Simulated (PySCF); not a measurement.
Compound: C11H14.
Structure used (PBE0-D3(BJ)/def2-SVP), in Å, numbered top down from 1:
```xyz
25
C11H14 angstrom
C      3.680    1.199    0.143
C      2.965   -0.136    0.270
C      1.537   -0.003    0.795
C      0.843   -1.322    0.912
C     -0.430   -1.630    0.610
C     -1.499   -0.736    0.145
C     -2.470   -1.237   -0.739
C     -3.497   -0.430   -1.217
C     -3.590    0.900   -0.808
C     -2.653    1.407    0.091
C     -1.622    0.599    0.566
H      4.709    1.074   -0.226
H      3.155    1.866   -0.560
H      3.733    1.719    1.113
H      2.940   -0.643   -0.710
H      3.536   -0.804    0.940
H      1.571    0.491    1.786
H      0.965    0.675    0.140
H      1.478   -2.151    1.250
H     -0.716   -2.685    0.685
H     -2.405   -2.280   -1.060
H     -4.234   -0.842   -1.911
H     -4.397    1.536   -1.178
H     -2.731    2.441    0.437
H     -0.921    1.000    1.299
```

Computed with PBE0-D3(BJ)/def2-SVP geometry optimisation, gas phase in PySCF.

Take the most abundant isotopes and a rigid rotor. The values belong to one conformer with, in the numbering `[CH3:1][CH2:2][CH2:3]/[CH:4]=[CH:5]\[c:6]1[cH:7][cH:8][cH:9][cH:10][cH:11]1`, C1–C2–C3–C4 180°, C2–C3–C4–C5 -140°, C4–C5–C6–C7 147°.

**Question.** Give the principal moments of inertia and the rotational constants in MHz.

**Answer.** Ia = 217.64, Ib = 986.84, Ic = 1111.61 u·Å²; 505379 MHz·u·Å²/I gives A = 2322, B = 512.1, C = 454.6 MHz.

**Question.** What kind of rotor is it?

**Answer.** A near-prolate asymmetric top: κ = (2 × 512.1 − 2322 − 454.6)/(2322 − 454.6) = -0.94.

**Question.** What does the inertial defect say?

**Answer.** Not planar: Δ = Ic − Ia − Ib = -92.87 u·Å². For a rigid frame Δ = −2 Σ m c², so Σ m c² = 46.43 u·Å² lies off the ab plane: 12.97 from hydrogen and 33.46 from heavier atoms. The atom farthest from that plane is 1.43 Å away.

**Question.** Give the other two planar moments, Paa and Pbb, and the rms extents of the mass along the axes.

**Answer.** Paa = Σ m a² = (Ib + Ic − Ia)/2 = 940.41 and Pbb = Σ m b² = (Ia + Ic − Ib)/2 = 171.20 u·Å². With the mass M = 146.11 u, the rms extents √(P/M) along a, b and c are 2.54, 1.08, 0.56 Å.

**Question.** Predict some low-J microwave lines.

**Answer.** The dipole components are |μa| = 0.37 D, |μb| = 0.20 D, |μc| = 0.07 D. The squared components, which scale the intensities, stand as 1.00 : 0.28 : 0.04 (a : b : c). Some of the stronger lines:

| type | branch | J(Ka,Kc) | MHz | lower level (cm⁻¹) |
| --- | --- | --- | --- | --- |
| a | R | 1(0,1) ← 0(0,0) | 967 | 0.000 |
| b | Q | 1(1,0) ← 1(0,1) | 1867 | 0.032 |
| a | R | 2(1,2) ← 1(1,1) | 1876 | 0.093 |
| b | Q | 2(1,1) ← 2(0,2) | 1926 | 0.097 |
| a | R | 2(0,2) ← 1(0,1) | 1932 | 0.032 |
| a | R | 2(1,1) ← 1(1,0) | 1991 | 0.095 |
| b | R | 1(1,1) ← 0(0,0) | 2777 | 0.000 |
| b | Q | 2(2,0) ← 2(1,1) | 5431 | 0.161 |
| b | Q | 2(2,1) ← 2(1,2) | 5602 | 0.155 |
| b | R | 2(2,1) ← 1(1,0) | 7421 | 0.095 |

**Question.** Estimate the classical rotational partition function at 50 K, 100 K and 298.15 K.

**Answer.** Point group C1, symmetry number σ = 1; q = (√π/σ)·√((kT/h)³/(ABC)), k/h = 20836.6 MHz/K: 81100 at 50 K, 229000 at 100 K, 1180000 at 298.15 K.

Whether it is a minimum is left open (no frequencies). Constants of a rigid frame at the computed geometry: no zero-point averaging, no centrifugal distortion. A rigid rotor knows nothing of internal rotation, which can split or shift real lines.
